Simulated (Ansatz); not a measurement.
Born–Oppenheimer molecular dynamics of C₂H₁₀AlNSi (15 atoms, charge 0, multiplicity 1). It starts from a relaxed structure.

All numbers below come from RKS PBE0-D4/STO-3G in Ansatz.

| Item | Value |
| --- | --- |
| ensemble | NVE (velocity Verlet) |
| time step | 1 fs |
| steps asked | 300 |
| starting velocities drawn for | 500 K |
| seed | 377002 |

First frame:

```xyz
15
Properties=species:S:1:pos:R:3
C -1.308 -0.979 0.791
Si 0.357 -0.105 0.758
C 1.647 -1.389 0.276
Al 0.374 1.736 -0.606
N -1.006 1.997 -1.609
H -2.105 -0.313 1.136
H -1.593 -1.342 -0.201
H -1.292 -1.845 1.461
H 0.649 0.244 2.135
H 2.659 -0.972 0.306
H 1.480 -1.771 -0.736
H 1.626 -2.246 0.956
H 1.468 2.753 -0.720
H -1.846 1.396 -1.654
H -1.132 2.786 -2.265
```

Problem. How far do the bonds stretch over the last three quarters of this one trajectory? (Pairs bonded in most of those frames.)

Solution. 
| bond | mean (Å) | spread (Å) | shortest | longest |
| --- | --- | --- | --- | --- |
| C1–Si2 | 1.887 | 0.015 | 1.86 | 1.92 |
| C1–H6 | 1.096 | 0.017 | 1.07 | 1.13 |
| C1–H7 | 1.097 | 0.023 | 1.04 | 1.15 |
| C1–H8 | 1.098 | 0.030 | 1.04 | 1.15 |
| Si2–C3 | 1.887 | 0.025 | 1.84 | 1.94 |
| Si2–Al4 | 2.296 | 0.020 | 2.25 | 2.35 |
| Si2–H9 | 1.453 | 0.029 | 1.41 | 1.50 |
| C3–H10 | 1.100 | 0.042 | 1.02 | 1.18 |
| C3–H11 | 1.100 | 0.035 | 1.04 | 1.16 |
| C3–H12 | 1.096 | 0.013 | 1.07 | 1.12 |
| Al4–N5 | 1.730 | 0.011 | 1.71 | 1.75 |
| Al4–H13 | 1.501 | 0.007 | 1.49 | 1.52 |
| N5–H14 | 1.037 | 0.025 | 1.00 | 1.08 |
| N5–H15 | 1.036 | 0.022 | 0.99 | 1.08 |

Mean temperature of the second half: 253 K. The conserved energy stayed within 2.2 meV per atom of its start (net change 1.3 meV per atom), so the integration is sound. The temperature averaged 0.51 of the 500 K drawn at the start: a run that starts near a minimum puts about half its kinetic energy into the potential. A run of 0.3 ps of so small a system gives no equilibrium averages. Limits of this set-up: minimal basis.

Time of the run: 19 min on 1 thread of Arm Neoverse N1, with other jobs on the host, peak memory 0.098 GiB.
